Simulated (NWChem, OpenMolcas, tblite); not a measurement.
## C2H5InO (SMILES C[C](=O)[InH2]): the vertical energy of the triplet above the singlet, rung by rung

C2H5InO has 9 atoms, charge 0, and is taken as a singlet. As SMILES, `C[C](=O)[InH2]`. The shape is that of a PBE0-D4/def2-TZVP optimisation.

Each level gives the vertical energy of the triplet above the singlet (eV). The values are calculated.

| level | kind | program | value (eV) | CPU time (all runs) |
| --- | --- | --- | --- | --- |
| GFN1-xTB | semi-empirical | tblite | 2.83 | under 2 s |
| HF/def2-SVP (core potential) | Hartree–Fock | NWChem | 2.32 | 54 s |
| SVWN5/def2-SVP (core potential) | LDA | OpenMolcas | 3.00 | 91 s |
| BLYP/def2-SVP (core potential) | GGA | OpenMolcas | 2.64 | 3.1 min |
| TPSS/def2-SVP (core potential) | meta-GGA | OpenMolcas | 2.83 | 3.7 min |
| M06-2X/def2-SVP (core potential) | hybrid meta-GGA | OpenMolcas | 2.89 | 5.3 min |
| MP2/def2-SVP (core potential) | perturbation theory | NWChem | 3.45 | 79 s |

Spin-orbit coupling, which can split open shells on such heavy atoms by tenths of an eV, is left out. The values span 2.32 to 3.45 eV. In the correlated wave-function rows the outer d shell of In is correlated, in sets not made for it. The upper state's dipole differs much between rows, so they may not all be the same state. CPU times are rough (shared hosts, several kinds of processor and program).
